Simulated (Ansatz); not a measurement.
Gas-phase electronic energies from Ansatz, PBE0-D4/def2-TZVP geometries. CCSD(T)/CBS adds triple-zeta CCSD(T) − MP2 to the extrapolated MP2 energy (def2 sets, frozen cores). This one scheme is used for every species. Functionals use def2-TZVPP. B3LYP here is the variant with VWN-RPA as its local correlation; programs differ in this. For Br outer-core shells are correlated without core-valence functions, which leaves a few kJ/mol of doubt a bond. Scalar relativity is left out up to krypton. Each species was taken in one conformer, which may not be the lowest.

Consider the ligand exchange at the Si–C bond: `C[SiH](O)Br` + CH₃OH → `CO[SiH](O)Br` + CH₄.

| level | ΔE (kJ/mol) |
| --- | --- |
| PBE0-D4 | -106.9 |
| ωB97M-V | -113.5 |
| r2SCAN | -115.0 |
| B3LYP | -114.7 |

Task: What does CCSD(T)/CBS give? (An estimate is asked.)

Result: Ansatz gave: -113.9 kJ/mol. The listed levels differ from it by 7.0, 0.4, -1.1, -0.8 kJ/mol.

Largest T1 diagnostic among the species: 0.010.

The D4 term adds −3.2 kJ/mol with B3LYP and −1.8 kJ/mol with PBE0; it sums over pairs of atoms, weighted by their polarisabilities, and B3LYP, whose exchange is more repulsive, gets the larger term. In def2-TZVPP, CCSD(T) changes the Hartree–Fock value by +9.0 kJ/mol (the triples alone add +0.4 kJ/mol) and MP2 by +6.9 kJ/mol.
